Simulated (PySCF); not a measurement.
Two species compared at the same levels of theory.

First species: cyclohexanecarboxaldehyde, C₇H₁₂O.
Bonds: O1–C2 (double), C2–C3, C3–C4, C4–C5, C5–C6, C6–C7, C7–C8, C3–C8. Hydrogens: H9 on C2; H10 on C3; H11, H12 on C4; H13, H14 on C5; H15, H16 on C6; H17, H18 on C7; H19, H20 on C8.

Second species: C5H7NSSi.
SMILES with atom numbers: `[CH3:1][S:2][C:3]1=[CH:4][CH2:5][Si@H:6]1[C:7]#[N:8]` (hydrogens: H9, H10, H11 on C1; H12 on C4; H13, H14 on C5; H15 on Si6)

Structure used (GFN2-xTB), in Å, numbered top down from 1:
```
atom  x, y, z in Å
C1    -1.8327    0.3289    1.7840
S2    -1.3961   -1.3267    1.1722
C3    -0.0588   -0.8922    0.1355
C4     0.6661   -1.6675   -0.6870
C5     1.6766   -0.7355   -1.3131
Si6    0.9207    0.6862   -0.2617
C7    -0.0666    1.9591   -1.2030
N8    -0.6927    2.7372   -1.7638
H9    -2.7087    0.2111    2.4134
H10   -2.0609    0.9775    0.9430
H11   -1.0076    0.7317    2.3646
H12    0.5789   -2.7219   -0.8845
H13    1.5818   -0.6600   -2.3962
H14    2.7079   -1.0064   -1.0899
H15    1.6876    1.3864    0.7648
```

Levels: PBE0/def2-SVPD for HOMO energy, LUMO energy, HOMO–LUMO gap and static isotropic polarisability; TDDFT PBE0/def2-SVPD for lowest singlet excitation; TDA PBE0/def2-SVPD for lowest triplet excitation (Tamm–Dancoff). Geometries: GFN2-xTB. Each species is one conformer at its optimised geometry, gas phase, non-relativistic unless stated; the electronic structure was computed with PySCF and density fitting.

The conformers computed, where there is a choice (atom-mapped SMILES and torsion angles):
- `[CH3:1][S:2][C:3]1=[CH:4][CH2:5][Si@H:6]1[C:7]#[N:8]`: C1–S2–C3–C4 -175°

The conformers of `O=CC1CCCCC1` aren't listed.

Task: Which has the higher static isotropic polarisability?

Result: The second: 107.1 au against 81.1 au, a difference of 26.0 au.

Task: Which has the higher S1 energy?

Result: The first: 4.27 eV against 4.12 eV, a difference of 0.15 eV.

Task: Which has the higher HOMO–LUMO gap?

Result: The first: 6.59 eV against 5.18 eV, a difference of 1.41 eV.

Task: Which has the higher T1 energy?

Result: The first: 3.64 eV against 3.41 eV, a difference of 0.23 eV.

Task: Which has the higher LUMO energy?

Result: The first: -0.78 eV against -1.21 eV, a difference of 0.43 eV.

Task: Which has the higher HOMO energy?

Result: The second: -6.39 eV against -7.37 eV, a difference of 0.98 eV.

On the first: The principal polarisabilities are 74.7, 83.5 and 85.1 au; their mean is the isotropic value. No computed singlet falls in the visible range (750 to 380 nm, 1.65 to 3.26 eV); S1 lies 1.01 eV above its blue end.

On the second: S1 lies 1.06 eV below the HOMO–LUMO gap; its leading configuration is HOMO→LUMO, weight 0.98. The vertical singlet–triplet gap S1 − T1 is 0.71 eV (TDDFT singlet less Tamm–Dancoff triplet; S1: HOMO→LUMO, weight 0.98; T1: HOMO→LUMO+1, weight 0.79).
